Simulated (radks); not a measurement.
Values are calculated unless marked as measured or tabulated.
Problem. K11+, 8 electrons, occupied as [He] 2s2 2p4. Code: a radial shooting solver on a logarithmic mesh with Libxc functionals. Model: Dirac Kohn-Sham, PBE, spin-unpolarised, spherical densities, finite nucleus; open shells fill j = l - 1/2 first; Fermi nuclear charge, rms radius 3.4349 fm. Some entries of the table are withheld. Estimate them.

| orbital | occ. | eigenvalue (eV) | <1/r> (bohr^-1) | <r> (bohr) |
|---|---|---|---|---|
| 1s1/2 | 2 | -3901.125 | 18.74 | 0.08086 |
| 2s1/2 | 2 | -668.6350 | (1) | 0.3672 |
| 2p1/2 | 2 | (2) | 3.962 | 0.3233 |
| 2p3/2 | 2 | (3) | 3.926 | 0.3254 |

Solution. 
(1) 2s1/2 <1/r> (bohr^-1): 4.029
(2) 2p1/2 eigenvalue (eV): -606.8975
(3) 2p3/2 eigenvalue (eV): -603.5220
